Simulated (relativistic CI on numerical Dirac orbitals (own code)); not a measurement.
Calculated at this level of theory: Dirac-Coulomb-Breit CI, KLI orbitals optimised for each configuration, a model potential for QED, unscaled Slater integrals (own radial code, finite nucleus).

Configurations in the expansion (outside the closed core [Ne]): 3s2, 3s 3p, 3p2, 3s 3d, 3d2, 3p 3d, 3p 4s, 3d 4s, 3s 4s, 3s 4p, 3s 4d, 3s 4f, 3s 5s, 3s 5p, 3s 5d, 3s 5f, 4s2, 3s 5g, 3s 6s, 3s 6p, 3s 6d. Levels of other configurations are missing.

At this charge energies of transitions that change n are usually good to better than 1 %, and those within a shell (Δn = 0) to a few per cent.

Outline of the computed level scheme of Xe XLIII. Lowest level of each configuration: 3s2 1S_0 at 0.00 eV; 3s 3p 3P°_0 at 86.45 eV; 3p2 3P_0 at 208.53 eV; 3s 3d 3D_1 at 315.99 eV; 3p 3d 3F°_2 at 409.49 eV; 3d2 3F_2 at 639.87 eV; 3s 4s 3S_1 at 1487.67 eV; 3s 4p 3P°_0 at 1533.10 eV; 3p 4s 3P°_0 at 1591.87 eV.

Some strong electric-dipole decays among the lowest 43 levels: 3s 4p 1P°_1 → 3s2 1S_0 (1.2e+13 s⁻¹); 3s 4s 1S_0 → 3s 3p 1P°_1 (1.1e+13 s⁻¹); 3s 4s 3S_1 → 3s 3p 3P°_2 (7.9e+12 s⁻¹); 3s 4p 3P°_1 → 3s2 1S_0 (7.6e+12 s⁻¹); 3p 4s 3P°_1 → 3p2 1D_2 (4.7e+12 s⁻¹); 3s 4s 3S_1 → 3s 3p 3P°_1 (3.3e+12 s⁻¹); 3p 4s 3P°_1 → 3p2 3P_0 (2.4e+12 s⁻¹); 3s 4p 3P°_2 → 3s 3d 3D_3 (2.0e+12 s⁻¹).

LS names give the leading component of a level, which can be under half, so a name can repeat, a term be missing and a line seem to break the LS rules.
